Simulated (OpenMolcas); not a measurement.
**Fe2+: effect of the IPEA shift**

| Property | Result |
| --- | --- |
| Program | OpenMolcas |
| Basis | ANO-R1 [5s4p2d1f] |
| Scalar Hamiltonian | X2C, finite nucleus |
| Active space | 6 electrons in 5 orbitals (3d) |
| State averaging | 2S+1 = 5 even, 5 roots; 2S+1 = 3 even, 45 roots; 2S+1 = 1 even, 50 roots |
| Spin-orbit coupling | RASSI with atomic mean-field integrals over the reference wave functions, term energies averaged over their components |

Methods on the same reference wave functions:
A. CASSCF
B. MS-CASPT2, IPEA 0 Eh, imaginary shift 0.1 Eh (closed shells correlated: 3s 3p)
C. MS-CASPT2, IPEA 0.25 Eh, imaginary shift 0.1 Eh (closed shells correlated: 3s 3p)

Energies in eV above 3d6 5D4, the measured ground level; measured values from Corliss and Sugar, J. Phys. Chem. Ref. Data 11, 135 (1982).

```
     Level       A       B       C  Measured
   3d6 5D4  0.0000  0.0000  0.0000    0.0000
   3d6 5D3  0.0545  0.0549  0.0548    0.0541
   3d6 5D2  0.0934  0.0933  0.0933    0.0916
   3d6 5D1  0.1185  0.1179  0.1180    0.1156
   3d6 5D0  0.1309  0.1300  0.1301    0.1274
   3d6 3H6  2.7785   2.532   2.604    2.4860
   3d6 3H5  2.8072   2.560   2.631    2.5170
   3d6 3H4  2.8289   2.576   2.650    2.5394
3d6 3P2(1)  3.0421   2.272   2.387    2.4059
3d6 3F4(1)  3.1831   2.619   2.722    2.6610
3d6 3P1(1)  3.2010   2.431   2.547    2.5650
3d6 3F3(1)  3.2130   2.643   2.749    2.6904
3d6 3F2(1)  3.2351   2.662   2.769    2.7099
3d6 3P0(1)  3.2690   2.499   2.615    2.6295
   3d6 3G5  3.5103   3.127   3.203    3.0449
   3d6 3G4  3.5601   3.172   3.249    3.0923
   3d6 3G3  3.5838   3.196   3.272    3.1173
   3d6 1I6  4.1813   3.925   3.959    3.7637
3d6 1G4(1)  4.4095   3.946   3.995    3.8294
   3d6 3D1  4.5441   3.910   4.009          
   3d6 3D2  4.5478   3.911   4.010          
   3d6 3D3  4.5628   3.928   4.027    3.8259
3d6 1S0(1)  5.1262   4.311   4.422    4.3162
3d6 1D2(1)  5.4922   4.598   4.641    4.4391
```

Deviations, from unrounded energies. A percentage is the sum of absolute deviations over the sum of measured energies, with the sign that they share, or ± where signs differ.

```csv
Against measurement,Levels,A,B,C
mean absolute deviation (cm-1),21,3600,560,740
fine structure of the ground term (%),4,+2.2,+1.9,+2.0
other terms of the ground configuration (%),17,+17.8,±2.7,±3.6
```

B lies closest to measurement on these levels and A furthest from it. The largest miss of B in the table is 3d6 1I6, by +1300 cm-1. The ranking rests on the paired levels alone, and a cruder setting can come out closer through cancelling errors.

Between B and C the level of the table that moves most is 3d6 3P1(1), by 930 cm-1 (lowest in B, highest in C). Moves below CASPT2's spread within the term are not significant.

The mean deviations of B to C differ by less than CASPT2's widest spread within a term (1300 cm-1), so their order carries little weight.

From A to B the spin-free energies of the other terms of 3d6 shown, above 5D, scale by factors of 0.75 to 0.94, as is usual when dynamic correlation screens the repulsion within a d or f shell.

The lowest spin-free term lies below A's lowest term by 0.362 hartree in B, 0.352 hartree in C.

Term energies are means over components that CASPT2 splits; among the terms shown or strongly mixed into the levels shown the widest spread is 1300 cm-1 (3d6 1I, C). The CASPT2 spread within a term exceeds the gap to the next term for 3d6 3D and 3d6 1I, 3d6 1I and 3d6 1G(1), so the order of their levels is uncertain (figures for B; the like holds for C). Without dynamic correlation excited terms often stand tens of per cent too high (terms of higher spin than the ground term too low), and those without a measured partner can miss by more than the paired ones (holds for A). Some levels mix across a computed gap that differs much from the measured one, so their mixing is not that of the real levels (holds for B; C). Computed and measured levels are paired by configuration, term and J; levels that our copy of the source lacks, or whose pairing is in doubt (as where it misses far off the trend of its configuration), stay unpaired and out of the deviations. Only configurations of the active space appear. The table leaves out levels that lie high or whose names do not pair safely across all columns.

A number in round brackets counts repeated terms of one configuration in the order of the reference energies.
